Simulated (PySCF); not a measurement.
Predicted microwave data (PBE0-D3(BJ)/def2-SVP geometry optimisation, gas phase in PySCF) for one isomer of C9H14O2:

| Item | Value |
| --- | --- |
| Rotational constants | A = 1905, B = 764.0, C = 623.1 MHz |
| Dipole components | \|μa\| = 1.11 D, \|μb\| = 1.10 D, \|μc\| = 0.10 D |
| Inertial defect | -115.74 u·Å² |
| κ | -0.78 |

**Question.** Which structure is it? (One computed conformer of each.)
A. `[CH2:1]=[C:2]([CH3:3])[C@@H:4]1[O:5][CH2:6][C@@H:7]([CH2:8][CH3:9])[C:10]1=[O:11]` with C1–C2–C4–O5 14°, C6–C7–C8–C9 -171°, C2–C4–O5–C6 -142°, C4–O5–C6–C7 35°, O5–C6–C7–C8 -159°, C6–C7–C10–O11 -157°
B. `[CH2:1]=[C:2]1[CH2:3][CH2:4][CH:5]([O:6][C:7]([CH3:8])=[O:9])[CH2:10][CH2:11]1` with C4–C5–O6–C7 154°, C5–O6–C7–C8 180°, C1–C2–C3–C4 -125°, C2–C3–C4–C5 -54°, C3–C4–C5–O6 177°, C4–C5–C10–C11 -56°

**Answer.** A. It is C=C(C)[C@@H]1OC[C@@H](CC)C1=O, an asymmetric top, point group C1. The candidates at the same level (rigid rotor, commonest isotopes):

```json
{"SMILES": "C=C(C)[C@@H]1OC[C@@H](CC)C1=O", "A (MHz)": "1905", "B (MHz)": "764.0", "C (MHz)": "623.1", "μa (D)": "1.11", "μb (D)": "1.10", "μc (D)": "0.10", "Δ (u·Å²)": "-115.74", "point group": "C1", "rotor": "asymmetric top"}
{"SMILES": "C=C1CCC(OC(C)=O)CC1", "A (MHz)": "2947", "B (MHz)": "556.6", "C (MHz)": "515.0", "μa (D)": "0.25", "μb (D)": "1.23", "μc (D)": "0.99", "Δ (u·Å²)": "-98.06", "point group": "C1", "rotor": "near-prolate asymmetric top"}
```

`C=C1CCC(OC(C)=O)CC1` has A 55 % too high. No structure here is proved a minimum.
